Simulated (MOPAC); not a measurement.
Input for MOPAC: AM1 on BBrH5N (a complex), monomers drawn apart or pushed together.

```
AM1 1SCF PRECISE CHARGE=0 THREADS=1
BBrH5N

B     -0.50137008 1    -0.65926087 1     2.17377004 1
Br     0.68957657 1     0.74433087 1     1.27651766 1
H     -0.02900215 1    -1.75213082 1     2.06341023 1
H     -1.64117787 1    -0.52908528 1     1.83677519 1
N     -0.50565879 1    -0.33246304 1     3.96800314 1
H     -1.06445301 1    -0.96364851 1     4.53927047 1
H      0.45928625 1    -0.36626195 1     4.29018086 1
H     -0.83986415 1     0.61876574 1     4.10774382 1
```

Program output:

```
*******************************************************************************
 **                                                                           **
 **                              MOPAC v23.2.5                                **
 **                                                                           **
 *******************************************************************************
 ** MOPAC's Digital Object Identifier: https://doi.org/10.5281/zenodo.6511958 **
 **                                                                           **
 ** Please cite the open-source release paper for use of this MOPAC version:  **
 ** J. E. Moussa and J. J. P. Stewart (2026)                                  **
 ** MOPAC: An open-source semiempirical molecular orbital program             **
 ** J. Open Source Softw., 11(119), 8025, https://doi.org/10.21105/joss.08025 **
 *******************************************************************************

                              AM1 CALCULATION RESULTS

 *******************************************************************************
 *  AM1        - The AM1 Hamiltonian to be used
 *
 *
 *
 *                 CHARGE ON SYSTEM = 0
 *
 *
 *
 *  PRECISE    - TIGHTER CRITERIA TO BE USED
 *  1SCF       - DO 1 SCF AND THEN STOP
 *  THREADS=1  - MULTI-THREADING NOT USED
 *  T=         - A TIME OF 172800.0 SECONDS REQUESTED
 *  DUMP=N     - RESTART FILE WRITTEN EVERY 7200.0 SECONDS REQUESTED
 *******************************************************************************
AM1 1SCF PRECISE CHARGE=0 THREADS=1
 BBrH5N

   ATOM   CHEMICAL          X               Y               Z
  NUMBER   SYMBOL      (ANGSTROMS)     (ANGSTROMS)     (ANGSTROMS)

     1       B         -0.50137008  *  -0.65926087  *   2.17377004  *
     2      Br          0.68957657  *   0.74433087  *   1.27651766  *
     3       H         -0.02900215  *  -1.75213082  *   2.06341023  *
     4       H         -1.64117787  *  -0.52908528  *   1.83677519  *
     5       N         -0.50565879  *  -0.33246304  *   3.96800314  *
     6       H         -1.06445301  *  -0.96364851  *   4.53927047  *
     7       H          0.45928625  *  -0.36626195  *   4.29018086  *
     8       H         -0.83986415  *   0.61876574  *   4.10774382  *



          CARTESIAN COORDINATES

    NO.       ATOM           X           Y           Z

     1         B         -0.5014     -0.6593      2.1738
     2        Br          0.6896      0.7443      1.2765
     3         H         -0.0290     -1.7521      2.0634
     4         H         -1.6412     -0.5291      1.8368
     5         N         -0.5057     -0.3325      3.9680
     6         H         -1.0645     -0.9636      4.5393
     7         H          0.4593     -0.3663      4.2902
     8         H         -0.8399      0.6188      4.1077

  H: (AM1): M.J.S. DEWAR ET AL, J. AM. CHEM. SOC. 107 3902-3909 (1985)
  B: (AM1): M.J.S. DEWAR ET AL, ORGANOMETALLICS, 7, 513-521 (1988)
  N: (AM1): M.J.S. DEWAR ET AL, J. AM. CHEM. SOC. 107 3902-3909 (1985)
 Br: (AM1): M.J.S. DEWAR AND E. G. ZOEBISCH, THEOCHEM, 180, 1 (1988).

           Empirical Formula: H5 N B Br  =     8 atoms



      MOLECULAR POINT GROUP   :   Cs


      RHF CALCULATION, NO. OF DOUBLY OCCUPIED LEVELS = 10


 -------------------------------------------------------------------------------
 AM1 1SCF PRECISE CHARGE=0 THREADS=1
 BBrH5N



     1SCF WAS SPECIFIED, SO BFGS WAS NOT USED
     SCF FIELD WAS ACHIEVED


                              AM1 CALCULATION
                                                       MOPAC v23.2.5 Linux




          FINAL HEAT OF FORMATION =        -30.92947 KCAL/MOL =    -129.40891 KJ/MOL


          COSMO AREA              =        105.31 SQUARE ANGSTROMS
          COSMO VOLUME            =         88.36 CUBIC ANGSTROMS

          IONIZATION POTENTIAL    =          9.393897 EV
          HOMO LUMO ENERGIES (EV) =         -9.394  1.180
          NO. OF FILLED LEVELS    =         10
          MOLECULAR WEIGHT        =        109.7602         POINT GROUP:  Cs

          MOLECULAR DIMENSIONS (Angstroms)

            Atom       Atom       Distance
            H     6   Br     2     4.07914
            H     8    H     3     3.07825
            H     7    H     4     2.94906


          SCF CALCULATIONS        =          1





   ATOM   CHEMICAL          X               Y               Z
  NUMBER   SYMBOL      (ANGSTROMS)     (ANGSTROMS)     (ANGSTROMS)

     1       B         -0.50137008  *  -0.65926087  *   2.17377004  *
     2      Br          0.68957657  *   0.74433087  *   1.27651766  *
     3       H         -0.02900215  *  -1.75213082  *   2.06341023  *
     4       H         -1.64117787  *  -0.52908528  *   1.83677519  *
     5       N         -0.50565879  *  -0.33246304  *   3.96800314  *
     6       H         -1.06445301  *  -0.96364851  *   4.53927047  *
     7       H          0.45928625  *  -0.36626195  *   4.29018086  *
     8       H         -0.83986415  *   0.61876574  *   4.10774382  *

                             CARTESIAN COORDINATES

   1    B       -0.501370080    -0.659260870     2.173770040
   2   Br        0.689576570     0.744330870     1.276517660
   3    H       -0.029002150    -1.752130820     2.063410230
   4    H       -1.641177870    -0.529085280     1.836775190
   5    N       -0.505658790    -0.332463040     3.968003140
   6    H       -1.064453010    -0.963648510     4.539270470
   7    H        0.459286250    -0.366261950     4.290180860
   8    H       -0.839864150     0.618765740     4.107743820


           Empirical Formula: H5 N B Br  =     8 atoms



      MOLECULAR POINT GROUP   :   Cs


                  EIGENVALUES
 -35.37370 -29.13181 -20.96421 -18.15935 -18.07543 -13.87232 -11.81367 -10.93346
  -9.85559  -9.39390   1.17951   2.16072   3.77227   3.79214   3.88511   5.06369
   5.92182


              NET ATOMIC CHARGES AND DIPOLE CONTRIBUTIONS

  ATOM NO.   TYPE          CHARGE      No. of ELECS.   s-Pop       p-Pop
    1          B           0.078659        2.9213     1.22793     1.69341
    2         Br          -0.297413        7.2974     1.97401     5.32341
    3          H          -0.055167        1.0552     1.05517
    4          H          -0.055165        1.0552     1.05516
    5          N          -0.238233        5.2382     1.51719     3.72104
    6          H           0.190482        0.8095     0.80952
    7          H           0.188420        0.8116     0.81158
    8          H           0.188417        0.8116     0.81158
 DIPOLE           X         Y         Z       TOTAL
 POINT-CHG.    -1.472    -0.981     5.177     5.471
 HYBRID        -0.069     0.138     1.236     1.246
 SUM           -1.541    -0.843     6.413     6.649


          ATOMIC ORBITAL ELECTRON POPULATIONS

     Atom    s        px        py        pz
    1  B   1.22793   0.70172   0.64674   0.34496
    2 Br   1.97401   1.78630   1.71119   1.82592
    3  H   1.05517
    4  H   1.05516
    5  N   1.51719   1.13428   1.15354   1.43322
    6  H   0.80952
    7  H   0.81158
    8  H   0.81158

 **********************
 *                    *
 * JOB ENDED NORMALLY *
 *                    *
 **********************




 == MOPAC DONE ==
```

The run finished.

Cost: around 0.03 core-seconds (rough).
